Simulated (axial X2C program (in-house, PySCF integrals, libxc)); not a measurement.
## What spin–orbit coupling does to ReB

Calculated with an in-house all-electron X2C program for linear molecules (integrals from PySCF). Spin-free means the one-electron spin-free X2C Hamiltonian; two-component (2c) means X2C with spin–orbit coupling and atomic mean-field two-electron Coulomb and Gaunt terms, so the difference of the two also holds small scalar two-electron terms. Basis: Re dyall-cv3z [13s14p9d7f4g], B dyall-v3z [7s6p2d1f] (cores contracted in-house); Gaussian nuclei, density fitting, unrestricted open shells. Masses: Re 186.956 u, B 11.009 u.

Spin-free state: M_S = 2, Λ = 0 (beyond evenly filled blocks: 2 × σα, δ+α, δ-α); fragments Re + B.

```
level  Re (Å)  ωe (cm⁻¹)  De (eV)  μ (D)
 PBE0   1.827      877.3    3.396  -2.40
  PBE   1.836      876.3    4.025  -2.23
```

Dipoles are positive if B is the positive end.

Two-component determinant lowest at the distance of the search:

Ω = 2 (⟨Sz⟩ = 1.97, ⟨Lz⟩ = 0.03 at PBE0); fragments Re + B.

| level | Re (Å) | ωe (cm⁻¹) | De (eV) | μ (D) |
| --- | --- | --- | --- | --- |
| PBE0 | 1.829 | 869.5 | 3.333 | -2.39 |
| PBE | 1.838 | 869.4 | 3.950 | -2.22 |

Problem. From the two tables, how do the constants change at the PBE0 level (2c against spin-free)?

Solution. At the PBE0 level Re rises by 0.002 Å and ωe decreases by 7.8 cm⁻¹; De is not compared, since the atomic limits differ or miss part of their spin–orbit lowering.

One determinant describes the state; a PBE0 search over occupations chose it and may have missed a lower one. De is counted from the lowest determinant-based energies of the atoms at the same level, without counterpoise correction. Density functionals use the spin component along the axis (collinear). The 2c atoms are single determinants rather than J levels; their spin–orbit lowering is only partly caught, and De is too large by that part. This holds for PBE0, PBE. Other states lie close and PBE0, whose exact exchange favours high spin, may order them wrongly; the determinant shown need not be the ground state. The nearest other spin-free determinant of the search, M_S = 1, Λ = 0, lies 0.11 eV up at the distance of the search. The functionals have no current-density term, which raises determinants with orbital currents, atoms included. With several unpaired electrons one determinant need not be a pure state. A state of lower Ω lies just above, and one determinant can place such states too high, so the state shown need not be the lowest. The search has Ω = 1 only 0.11 eV up. Open-shell Ω = 0 determinants with evenly filled partner blocks cannot be reached by this program, so the Ω shown need not be the lowest component. The determinant is spin-polarised beyond a pure state at some levels (its spin-free form has ⟨S²⟩ too high), which makes Re and μ there less reliable.
